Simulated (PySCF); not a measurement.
CH3Si, SMILES C=[SiH] (connectivity only; charge and spin as stated), charge +1, multiplicity 1.

Geometry: r2SCAN-D4/def2-TZVP. A frequency run showed that this geometry is not a minimum. The multiplicity is an assumed one; other spin states were not compared. The isomer is the one that the SMILES or the coordinates give; other isomers of the formula were not compared.

Two levels are set side by side: TDA-PBE/def2-TZVPD (PySCF) and TDA-LC-ωPBE/def2-TZVPD (PySCF). Vertical, same geometry. The lowest singlet is HOMO→LUMO 100 % with PBE and HOMO→LUMO 99 % with the other functional; states are paired by order. Differences are taken from unrounded values.

```csv
quantity,TDA-LC-ωPBE
lowest singlet excitation (eV),2.37
lowest triplet excitation (TDA) (eV),1.88
first bright state (f over 0.05) (eV),5.70
its oscillator strength,0.18
```

**Question.** What does TDA-PBE give, and how far is it from TDA-LC-ωPBE? (Estimate from the structure and the level; the computed values follow.)

**Answer.** 
| quantity | TDA-PBE | TDA-PBE minus TDA-LC-ωPBE |
|---|---|---|
| lowest singlet excitation (eV) | 2.23 | -0.14 |
| lowest triplet excitation (TDA) (eV) | 1.76 | -0.12 |
| first bright state (f over 0.05) (eV) | 5.46 | -0.25 |
| its oscillator strength | 0.09 | -0.09 |

Functionals without exact exchange tend to place singlet excitations lower, as here. Differences between two approximate levels are no errors against the true value.

Rough cost on one machine, each run with all the roots and properties that it gave: TDA-LC-ωPBE against TDA-PBE about 2 times.
